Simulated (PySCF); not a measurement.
C3H5, SMILES C=[C]C (connectivity only; charge and spin as stated), charge +1, multiplicity 1.

Coordinates come from a TPSSh-D3(BJ)/def2-TZVP optimisation. The multiplicity is an assumed one; other spin states were not compared. The isomer is the one that the SMILES or the coordinates give; other isomers of the formula were not compared.

These are M06-2X/def2-TZVPD in PySCF values and carry that method's errors.

Symmetry labels are those of the subgroup Cs that the program uses (full group Cs).

Computed valence orbital energies around the gap with their symmetry:
```json
[
 {"orbital": "HOMO−7", "symmetry": "A'", "energy (eV)": "-32.04"},
 {"orbital": "HOMO−6", "symmetry": "A'", "energy (eV)": "-29.39"},
 {"orbital": "HOMO−5", "symmetry": "A'", "energy (eV)": "-23.27"},
 {"orbital": "HOMO−4", "symmetry": "A'", "energy (eV)": "-21.30"},
 {"orbital": "HOMO−3", "symmetry": "A'", "energy (eV)": "-21.04"},
 {"orbital": "HOMO−2", "symmetry": "A\"", "energy (eV)": "-20.58"},
 {"orbital": "HOMO−1", "symmetry": "A'", "energy (eV)": "-19.51"},
 {"orbital": "HOMO", "symmetry": "A\"", "energy (eV)": "-16.39"},
 {"orbital": "LUMO", "symmetry": "A'", "energy (eV)": "-8.37"},
 {"orbital": "LUMO+1", "symmetry": "A\"", "energy (eV)": "-5.35"},
 {"orbital": "LUMO+2", "symmetry": "A'", "energy (eV)": "-4.24"},
 {"orbital": "LUMO+3", "symmetry": "A'", "energy (eV)": "-3.00"}
]
```
